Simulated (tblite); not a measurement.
Compound: C4H9ClOSi2.
Z-matrix (Å and degrees, GFN2-xTB geometry), rows numbered from 1:
```
C 
C   1  1.3257
C   2  1.5100  1  122.45
Si  3  1.9097  2  107.68  1   157.82
O   4  1.6405  3   99.51  2    14.87
Si  5  1.6389  4  120.11  3    -5.22
C   6  1.8910  2  116.17  1   -44.34
Cl  6  2.0161  2  113.09  1    85.71
H   1  1.0770  2  121.80  3  -179.94
H   1  1.0799  2  122.09  3     0.83
H   3  1.0900  2  110.60  1    31.76
H   3  1.0936  2  108.04  1   -84.17
H   4  1.4587  3  113.61  2   -97.39
H   4  1.4562  3  113.98  2   127.26
H   7  1.0849  6  111.53  2   -49.96
H   7  1.0844  6  110.53  2    70.32
H   7  1.0856  6  110.83  2  -170.30
```

Calculated harmonic vibrations of the isolated species, GFN2-xTB (tblite), most abundant isotopes, no scaling. Errors from tens to a few hundred cm⁻¹ against measured bands are possible. Modes of hydrogen on silicon can be 10 to 20 % off. One conformer, not necessarily the lowest.

Harmonic wavenumbers (cm⁻¹): 40.9, 70.3, 81.5, 93.5, 143.6, 159.9, 210.0, 313.3, 344.5, 359.9, 426.6, 470.8, 494.8, 585.9, 623.0, 642.6, 649.8, 728.4, 762.3, 774.1, 778.8, 794.4, 828.6, 844.7, 909.9, 925.9, 957.1, 1092.4, 1163.8, 1223.0, 1371.4, 1417.9, 1451.4, 1472.0, 1475.0, 1682.6, 2295.1, 2320.2, 2942.4, 2988.7, 3044.8, 3053.3, 3060.5, 3072.1, 3109.8.

A = 1522, B = 1016, C = 872.3 MHz; mass 163.988 u (most abundant isotopes); point group C1, symmetry number 1.

Problem. What is the zero-point energy?

Solution. Half the sum of the wavenumbers: 26126 cm⁻¹ = 74.70 kcal/mol.

Problem. Give the ideal-gas entropy at 500 K and 1 bar in the rigid-rotor, harmonic-oscillator model (classical rotation).

Solution. Translation 43.79, rotation 31.40, vibration 55.24: S = 130.4 cal/(mol K).

Problem. And Cp and H(500 K) − H(0)?

Solution. Cp = 57.21 cal/(mol K), of which vibrations give 49.26 (their classical limit is 45 R = 89.4); H(500 K) − H(0) = 17.65 kcal/mol without the zero-point energy, 13.68 from vibrations.

Problem. Blend soft modes into free rotors: weight 1/[1 + (100 cm⁻¹/ν̃)⁴] for the oscillator and the rest for a rotor with moment μB/(μ + B), μ = h/(8π²ν), B = 10⁻⁴⁴ kg m². What vibrational entropy results?

Solution. 50.34 cal/(mol K) in place of 55.24, which changes −T·S at 500 K by +2.45 kcal/mol.

Problem. What must be added to the electronic energy to get the Gibbs energy at 500 K and 1 bar?

Solution. ZPE + [H(500 K) − H(0)] − T·S = 74.70 + 17.65 − 65.21 = 27.14 kcal/mol.

Problem. How do the functions run with temperature in this model?

Solution. 
```csv
T (K),S (cal/(mol K)),Cp (cal/(mol K)),H − H(0) (kcal/mol),G − H(0) (kcal/mol),ln q(vib)
50,61.1,14.8,0.54,-2.52,0.71
100,73.2,20.4,1.42,-5.89,2.25
298.15,104.9,41.5,7.57,-23.72,8.28
373.15,115.0,48.2,10.93,-31.98,10.46
750,156.1,69.0,33.55,-83.49,20.56
1000,177.0,76.7,51.83,-125.20,26.40
```

q(vib) and H(0) count from the zero-point level.

Hindered rotation and anharmonicity are outside this model. Other conformers, if any are populated, would add a mixing term that is left out. The structure is chiral; the term R ln 2 for an equal mix with its mirror image is left out.
